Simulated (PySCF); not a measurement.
Ionisation energy of Fe¹²⁺ by level of theory

Fe¹²⁺ [Ne] 3s2 3p2 (3P) → Fe¹³⁺ [Ne] 3s2 3p1 (2P), as a difference of total energies. Computed with PySCF 2.14 in an uncontracted even-tempered set (17 s from 0.69 bohr⁻², ratio 2.5; 11 p from 0.9 bohr⁻², ratio 2.5; 5 d from 5 bohr⁻², ratio 2.7; 4 f from 7.5 bohr⁻², ratio 2.7), with no relativity, point nucleus. Correlated levels: outer shells: 1s2 frozen; virtual orbitals above 40 to 60 times the deepest correlated orbital energy dropped. The calculations carry no spin-orbit coupling.

| method | ionisation energy (eV) |
| --- | --- |
| UHF | 357.56 |
| MP2 (outer shells) | 358.12 |
| SCS-MP2 (outer shells) | 357.97 |
| CCSD (outer shells) | 358.06 |
| CCSD(T) (outer shells) | 358.06 |

Q: How much does correlation contribute at CCSD(T) (outer shells)?

A: 358.06 − (357.56) = 0.50 eV, measured against UHF.

A first-order spin-orbit estimate (lowest level to lowest level, LS coupling) adds -0.060 eV.

These non-relativistic numbers lack the scalar-relativistic shift.

For comparison: 361 ± 0.7 eV (semi-empirical (NIST evaluation); NIST Atomic Spectra Database, ionization energies).
